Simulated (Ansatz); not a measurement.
Relaxation of CH$_{5}$Cl$_{2}$Si (9 atoms, charge -1, multiplicity 1), to a largest force component of 0.03 eV/Å in at most 50 steps.

The calculation used Ansatz 0.2.0, RKS PBE-D4/def2-SVP.

```xyz
9
Properties=species:S:1:pos:R:3
Cl -1.686 -1.863 0.439
C -0.600 -0.462 0.744
Si 0.357 0.244 -0.788
Cl 1.566 1.682 1.109
H -1.203 0.353 1.189
H 0.147 -0.750 1.508
H 0.017 1.625 -1.290
H 1.763 -0.252 -1.020
H -0.361 -0.577 -1.891
```

Problem. Where does it end, and by what steps?

Solution. The run converged. The force dipped under the threshold on the way, but the program's further checks kept it going. Limits of this set-up: an anion without diffuse functions, the dipole of an ion depends on the origin. After 6 steps the energy has fallen by 0.056 eV; Cl4 moved furthest, 0.19 Å.

| step | energy less start (eV) | largest force component (eV/Å) | accepted |
| --- | --- | --- | --- |
| 0 | 0.0000 | 0.632 | yes |
| 1 | -0.0354 | 0.470 | yes |
| 2 | -0.0490 | 0.274 | yes |
| 3 | -0.0488 | 0.180 | no |
| 4 | -0.0534 | 0.039 | yes |
| 5 | -0.0555 | 0.014 | yes |
| 6 | -0.0559 | 0.020 | yes |

```xyz
9
Properties=species:S:1:pos:R:3
Cl -1.804 -1.771 0.461
C -0.551 -0.437 0.748
Si 0.363 0.235 -0.809
Cl 1.393 1.629 1.157
H -1.067 0.399 1.255
H 0.195 -0.832 1.463
H -0.018 1.598 -1.338
H 1.800 -0.175 -1.033
H -0.311 -0.645 -1.903
```

Time of the run: 8.2 s on 2 threads of Intel(R) Xeon(R) Platinum 8488C (Sapphire Rapids), with other jobs on the host, peak memory 0.15 GiB.
